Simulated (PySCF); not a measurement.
C$_{3}$H$_{8}$Se, singlet, geometry from GFN2-xTB, atoms displaced at random by about 0.03 Å a coordinate. Base run: PySCF with B3LYP/6-31G, gradient.

The PySCF input:
```python
from pyscf import gto, scf, dft

mol = gto.Mole()
mol.atom = '''
    Se   -0.83835796    0.16533531    0.51184925
    H    -1.78574953   -0.35177709   -0.54297180
    C     0.77814582    0.15541790   -0.74527506
    C     0.92498102   -1.25394378   -1.23038972
    C     1.95186103    0.67567169    0.13830071
    H     0.49447447    0.87373237   -1.49203433
    H     1.84234691   -1.28459587   -1.97384073
    H     1.14058957   -1.98996653   -0.43045339
    H     0.10349247   -1.62857460   -1.83556621
    H     1.69426143    1.60570398    0.54642509
    H     2.76685158    0.75964453   -0.51474438
    H     2.17979041   -0.00693046    0.94734781
'''
mol.basis = '6-31g'
mol.verbose = 4
mol.build()

mf = dft.RKS(mol)
mf.xc = 'b3lyp'
mf.kernel()
g = mf.nuc_grad_method()
grad = g.kernel()
```

The coordinate followed is z of atom 9.

Each row names what was changed in the base input (with any setting that the change needs).

| change | dE/dx (Eh/bohr) | net force (Eh/bohr) |
|---|---|---|
| base | -0.001090 | 0.000032 |
| grids.level = 1; grid_response = on | -0.001086 | 0.000000 |
| density fitting = on; auxbasis_response = off | -0.001078 | 0.000526 |
| conv_tol = 1e-6 | -0.001091 | 0.000032 |
| finite difference step (bohr) = 1e-3; conv_tol = 1e-11 | -0.001095 | - |
| grids.level = 1; grid_response = off | -0.001084 | 0.000173 |
| finite difference step (bohr) = 1e-4; conv_tol = 1e-11 | -0.001095 | - |
| density fitting = on | -0.001096 | 0.000032 |
| grid_response = on | -0.001095 | 0.000000 |
| finite difference step (bohr) = 1e-5; conv_tol = 1e-11 | -0.001095 | - |
| grids.level = 0; grid_response = on | -0.000332 | 0.000000 |
| conv_tol = 1e-4 | -0.000981 | 0.000032 |

The net force is zero for an exact gradient.
